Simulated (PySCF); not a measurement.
C₂H₃O₂, SMILES O=CO[CH2], multiplicity 2. Atoms are numbered in the order given.

```xyz
7

C     -0.4412    -1.3984     0.0000
O      0.6404    -0.5739     0.0000
C      0.4471     0.7701     0.0000
O     -0.6199     1.3138     0.0000
H     -1.4373    -0.9593     0.0000
H     -0.1986    -2.4576     0.0000
H      1.4366     1.2678     0.0000
```
Charge 0, spin multiplicity 2.

Coordinates come from a B3LYP-D3(BJ)/def2-SVP optimisation. The isomer is the one that the SMILES or the coordinates give; other isomers of the formula were not compared. The values are those of a single conformer.

All values below come from PBE/pcH-1 (PySCF).

Unrestricted Kohn–Sham, ⟨S²⟩ = 0.753. Hyperfine tensors hold the contact and dipolar terms, without spin-orbit corrections.

Computed hyperfine couplings:
| nucleus | A(iso) (MHz) | A(iso) (G) | dipolar principal values (MHz) |
|---|---|---|---|
| 13C no. 1 | 74.8 | 26.7 | -77.5, -76.0, 153.5 |
| 17O no. 2 | -4.0 | -1.4 | -27.1, 12.4, 14.6 |
| 13C no. 3 | 6.4 | 2.3 | -7.3, -5.0, 12.3 |
| 17O no. 4 | -1.9 | -0.7 | -20.8, 9.9, 10.8 |
| 1H no. 5 | -61.1 | -21.8 | -33.8, -0.8, 34.7 |
| 1H no. 6 | -61.4 | -21.9 | -35.3, -0.4, 35.8 |
| 1H no. 7 | -10.5 | -3.7 | -5.1, -2.4, 7.5 |

### Question
And the g tensor (effective nuclear charges for spin-orbit coupling, GIAO)? (The exact figures need the calculation; the answer reports its results.)

### Answer
principal values 2.0022, 2.0027, 2.0039; isotropic 2.0029.
